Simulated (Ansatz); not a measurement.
Calculated with Ansatz (gas phase, PBE0-D4/def2-TZVP geometries, no zero-point term in ΔE). CCSD(T)/CBS adds triple-zeta CCSD(T) − MP2 to the extrapolated MP2 energy (def2 sets, frozen cores). Functionals use def2-TZVPP. For Br, Ga outer-core shells are correlated without core-valence functions, which leaves a few kJ/mol of doubt a bond. Scalar relativity is left out up to krypton. One conformer a species, not always the lowest.

Consider the redistribution: `[GaH2][Br]` + `[NH2][Al]([F])[F]` → `[F][GaH2]` + `[NH2][Al]([F])[Br]`.

`[GaH2][Br]`:

Z-matrix (Å, degrees):
```
Ga
Br 1 2.294
H 1 1.557 2 115.4
H 1 1.557 2 115.4 3 -180.0
```

`[NH2][Al]([F])[F]`:

Cartesian coordinates in Å:
```
N -0.362 0.298 -0.840
Al 0.295 -0.242 0.684
F 1.891 -0.590 0.831
F -0.671 -0.414 1.999
H 0.177 0.423 -1.680
H -1.330 0.526 -0.994
```

`[F][GaH2]`:

```xyz
4

F     0.856    0.096   -1.387
Ga   -0.066   -0.007    0.107
H    -1.176   -1.096    0.085
H     0.386    1.008    1.195
```

`[NH2][Al]([F])[Br]`:

Z-matrix (Å, degrees):
```
N
Al 1 1.746
H 1 1.007 2 124.6
H 1 1.006 2 124.3 3 180.0
F 2 1.642 1 119.7 3 0.0
Br 2 2.237 1 121.2 3 180.0
```

| level | ΔE (kcal/mol) | difference from CCSD(T)/CBS |
| --- | --- | --- |
| revPBE-D4 | 13.4 | -2.1 |
| BLYP-D4 | 14.2 | -1.3 |
| r2SCANh-D4 | 14.5 | -1.0 |
| ωB97X-V | 13.7 | -1.8 |
| ωB97M-V | 14.4 | -1.1 |
| B2PLYP | 15.0 | -0.5 |
| PBE-QIDH | 14.9 | -0.6 |
| PBE | 13.8 | -1.7 |
| PBE0 | 14.6 | -0.9 |
| BHLYP | 15.7 | 0.2 |
| CAM-B3LYP | 14.7 | -0.8 |
| CCSD/def2-SVP | 13.2 | -2.3 |
| HF/def2-TZVPP | 15.8 | 0.3 |
| MP2/def2-TZVPP | 15.0 | -0.5 |
| CCSD/def2-TZVPP | 15.4 | -0.1 |
| SCS-MP2/def2-QZVPP | 15.0 | -0.5 |
| CCSD(T)/CBS | 15.5 | 0 |

(1) What do rigid-rotor, harmonic-oscillator terms from PBE0-D4/def2-TZVP frequencies (298.15 K, 1 bar) make of the CCSD(T)/CBS value? (An estimate is asked.)

Largest T1 diagnostic among the species: 0.014.

Results:

(1) Computed: ΔZPE = -0.2 kcal/mol, ΔH = +15.3 kcal/mol, ΔS = 7 J/(mol·K), ΔG = +14.8 kcal/mol.

From r2SCAN to r2SCAN0 (25 % exact exchange), in def2-TZVPP and without D4, ΔE moves by +0.8 kcal/mol. Leaving LDA and LC-ωPBE aside and taking each functional with its dispersion term where it has one, the values, not all of them listed here, spread over 2.2 kcal/mol, from revPBE-D4 to BHLYP-D4.
